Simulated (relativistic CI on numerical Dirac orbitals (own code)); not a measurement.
## Sb10+: computed level list

Method of calculation: Dirac-Coulomb-Breit CI, separate exchange-only KLI orbitals for each configuration, model QED (radiative potential, 1s self-energy scaled to tabulated hydrogen-like ionisation energies), unscaled Slater integrals (own radial code, finite nucleus).

Configurations in the expansion (outside the closed core [Ar] 3d10): 4s2 4p6 4d5, 4s2 4p5 4d6, 4s2 4p6 4d4 4f, 4s2 4p6 4d4 5s, 4s 4p6 4d6, 4s2 4p6 4d4 5p, 4s2 4p5 4d5 4f, 4s2 4p6 4d3 4f 5s, 4s2 4p6 4d4 5d, 4s2 4p6 4d3 5s 5p, 4s 4p6 4d5 4f, 4s2 4p6 4d4 6s, 4s2 4p6 4d4 5f, 4s2 4p6 4d4 6p, 4s2 4p5 4d5 5s, 4s2 4p6 4d4 5g, 4s2 4p6 4d4 6f, 4s2 4p6 4d4 7p, 4s2 4p6 4d4 7f, 4s2 4p5 4d5 6s, 4s2 4p6 4d3 5s2, 4s2 4p6 4d2 4f 5s2, 4s2 4p6 4d2 5s2 5p, 4s2 4p5 4d3 4f 5s2, 4p6 4d7, 4p5 4d8, 4p5 4d7 4f. Double excitations out of closed p, d and f shells are left out; levels of such configurations are missing from the list, as are those of other unlisted configurations, and high levels can miss mixing partners. These lack a partner that the ground configuration has and come out too high: 4s2 4p5 4d5 5s, 4s2 4p5 4d5 6s.

The lowest level is 4s2 4p6 4d5 6S_5/2, with 94 % of that term; Hund's rules for 4s2 4p6 4d5 give 6S with J = 5/2, in agreement.

```
No.  Configuration  Term     J  E (cm⁻¹)   %  Landé g  Lifetime (s)
  1    4s2 4p6 4d5    6S   5/2       0.0  94    1.983              
  2    4s2 4p6 4d5    4G   5/2   40489.7  70    0.736      6.12e-02
  3    4s2 4p6 4d5    4G   7/2   43056.0  88    1.010      1.32e+00
  4    4s2 4p6 4d5    4G  11/2   43541.6  91    1.258              
  5    4s2 4p6 4d5    4G   9/2   44303.1  94    1.170      1.06e+01
  6    4s2 4p6 4d5    4D   5/2   46796.2  39    1.305      9.65e-03
  7    4s2 4p6 4d5    4D   3/2   48722.4  53    1.392      1.21e-02
  8    4s2 4p6 4d5    4P   1/2   52429.3  49    1.362      3.37e-01
  9    4s2 4p6 4d5    4D   7/2   54251.9  86    1.390      6.47e-02
 10    4s2 4p6 4d5    4D   1/2   60173.3  50    1.280      4.70e-02
 11    4s2 4p6 4d5    4D   5/2   60354.5  43    1.386      8.75e-03
 12    4s2 4p6 4d5    2I  11/2   61021.0  85    0.951      6.48e-02
 13    4s2 4p6 4d5    4P   3/2   62560.9  53    1.459      8.76e-03
 14    4s2 4p6 4d5    2I  13/2   64079.3  98    1.076      6.50e-01
 15    4s2 4p6 4d5    2F   7/2   71250.7  40    1.119      5.42e-02
 16    4s2 4p6 4d5    2G   9/2   71738.2  48    1.171      3.63e-02
 17    4s2 4p6 4d5    2F   5/2   72267.1  31    1.105      4.15e-03
 18    4s2 4p6 4d5    2D   3/2   72821.0  48    0.645      1.07e-02
 19    4s2 4p6 4d5    4F   5/2   77749.3  54    1.024      1.44e-02
 20    4s2 4p6 4d5    2H   9/2   80691.2  49    1.108      8.36e-03
 21    4s2 4p6 4d5    2G   7/2   81687.2  51    1.038      1.88e-02
 22    4s2 4p6 4d5    4F   3/2   83752.5  48    0.629      1.27e-02
 23    4s2 4p6 4d5    2F   7/2   84698.0  58    1.108      6.13e-03
 24    4s2 4p6 4d5    2F   5/2   87356.4  68    0.936      1.20e-02
 25    4s2 4p6 4d5    2H  11/2   88108.2  83    1.076      5.04e-03
 26    4s2 4p6 4d5    2G   9/2   90497.5  44    1.073      1.46e-02
 27    4s2 4p6 4d5    2F   7/2   91430.0  68    1.144      1.64e-02
 28    4s2 4p6 4d5    2F   5/2   95326.8  44    1.034      4.27e-03
 29    4s2 4p6 4d5    2S   1/2   96491.3  92    1.988      7.53e-03
 30    4s2 4p6 4d5    2D   3/2  109774.7  96    0.806      4.46e-03
```

Energies count from the lowest computed level; lifetimes are radiative, by E1, M1, E2, M2, E3 decay to levels of this space only; some are left blank where a channel outside the calculation adds to the decay or the decay crosses a small, uncertain gap.

The mean weight of the leading LS term, summed over parents, in these 30 levels is 64 %, and that of the leading jj configuration (from the same eigenvectors) 59 %.

At this charge energies of transitions that change n are usually good to better than 1 %, and those within a shell (Δn = 0) to a few per cent. Terms inside the open d or f shell come out 10 to 20 % too wide with unscaled integrals. Levels and lines within the n = 5 or 6 shells can be off by up to 10 % or somewhat more, and those that change n by about 2 %, since core polarisation is missing.

LS names give the leading component of a level, which can be under half, so a name can repeat, a term be missing and a line seem to break the LS rules.
